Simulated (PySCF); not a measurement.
Charge-transfer reorganisation: `C=[CH][Al]([CH3])[O]C`, C4H9AlO

Geometry (Å), atoms numbered from 1 in this order:
```xyz
15

C     2.636    0.038    0.262
C     1.484   -0.629    0.124
Al   -0.155    0.305   -0.358
C    -0.182    2.212   -0.741
O    -1.626   -0.535   -0.435
C    -2.215   -1.775   -0.259
H     2.706    1.124    0.103
H     3.579   -0.454    0.542
H     1.527   -1.712    0.308
H    -1.105    2.499   -1.270
H     0.676    2.531   -1.359
H    -0.141    2.807    0.189
H    -3.165   -1.676    0.296
H    -2.449   -2.242   -1.234
H    -1.569   -2.479    0.302
```

Level of theory: UKS LC-wPBE/def2-SV(P) four-point reorganisation energy, gas phase (PySCF). Geometry: LC-wPBE/def2-SV(P).

The conformer changes in this relaxation, which adds to the reorganisation energy.

Task: What is the inner reorganisation energy for hole transfer, with the ionisation energy?

Result: λ = 0.780 (surface of the oxidised species) + 1.307 (surface of the starting species) = 2.087 eV. The ionisation energy is 9.87 eV vertical and 9.09 eV adiabatic without zero-point energy; at the relaxed geometry of the oxidised species the two energies differ by 7.79 eV. Largest bond changes: C2–Al3 1.947 → 2.132 Å, Al3–O5 1.696 → 1.635 Å, Al3–C4 1.945 → 1.916 Å, O5–C6 1.385 → 1.400 Å, C1–C2 1.339 → 1.328 Å. ⟨S²⟩ of the relaxed oxidised species 0.756.
